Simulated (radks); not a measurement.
Results of a calculation; reference values are marked as such.
Species: the copper ion Cu2+. Configuration: [Ne] 3s1 3p6 3d9 4d1 (not the ground configuration).

Level of theory: non-relativistic Kohn-Sham, r2SCAN, spin-polarised, spherical densities, point nucleus; open shells are filled with parallel spins first; meta-GGA in the generalised Kohn-Sham scheme (a radial shooting solver on a logarithmic mesh with Libxc functionals).

Energy parts (hartree):
total: -1634.40924
kinetic: 1633.27406
electron-nucleus: -3876.30167
Hartree: 674.27752
exchange-correlation: -65.65914

Orbitals (lengths in bohr, moments of r in powers of bohr):
1s up: occ. 1; eigenvalue (hartree) -324.0580; <r^4> 0.00003593; <1/r> 28.51; <r> 0.05291
1s down: occ. 1; eigenvalue (hartree) -324.0329; <r^4> 0.00003593; <1/r> 28.51; <r> 0.05291
2s up: occ. 1; eigenvalue (hartree) -40.14394; <r^4> 0.007788; <1/r> 6.210; <r> 0.2383
2s down: occ. 1; eigenvalue (hartree) -40.09183; <r^4> 0.007761; <1/r> 6.210; <r> 0.2382
2p up: occ. 3; eigenvalue (hartree) -35.32376; <r^4> 0.005647; <1/r> 6.157; <r> 0.2077
2p down: occ. 3; eigenvalue (hartree) -35.27643; <r^4> 0.005624; <1/r> 6.159; <r> 0.2076
3s up: occ. 1; eigenvalue (hartree) -5.73973; <r^4> 0.5466; <1/r> 1.986; <r> 0.7118
3s down: occ. 0; eigenvalue (hartree) -5.58569; <r^4> 0.5629; <1/r> 1.972; <r> 0.7161
3p up: occ. 3; eigenvalue (hartree) -4.20503; <r^4> 0.6980; <1/r> 1.861; <r> 0.7365
3p down: occ. 3; eigenvalue (hartree) -4.06044; <r^4> 0.7274; <1/r> 1.847; <r> 0.7425
3d up: occ. 5; eigenvalue (hartree) -1.62354; <r^4> 1.843; <1/r> 1.549; <r> 0.8383
3d down: occ. 4; eigenvalue (hartree) -1.50437; <r^4> 2.065; <1/r> 1.526; <r> 0.8577
4s up: occ. 0; eigenvalue (hartree) -0.99319; <r^4> 45.01; <1/r> 0.6021; <r> 2.176
4s down: occ. 0; eigenvalue (hartree) -0.94551; <r^4> 42.38; <1/r> 0.6096; <r> 2.152
4p up: occ. 0; eigenvalue (hartree) -0.71432; <r^4> 92.30; <1/r> 0.4972; <r> 2.591
4p down: occ. 0; eigenvalue (hartree) -0.66008; <r^4> 85.60; <1/r> 0.5089; <r> 2.544
4d up: occ. 1; eigenvalue (hartree) -0.37784; <r^4> 448.5; <1/r> 0.3262; <r> 3.876

The highest occupied level is 4d up at -10.282 eV. The configuration is held as typed, so some empty levels lie below it. Summed over all electrons, <r^2> = 30.15 bohr^2, which gives a Langevin (diamagnetic) susceptibility term of -23.9 x 10^-6 cm^3/mol. The spin density at the nucleus is 106.3 e/bohr^3 (1s 1.3, 2s 0.0, 3s 105.0), a Fermi contact field of 5.58e+03 T. The electron density at the nucleus is 1.653e+04 e/bohr^3. Virial ratio -V/T = 2.00070. Spin moment in Bohr magnetons: 3.
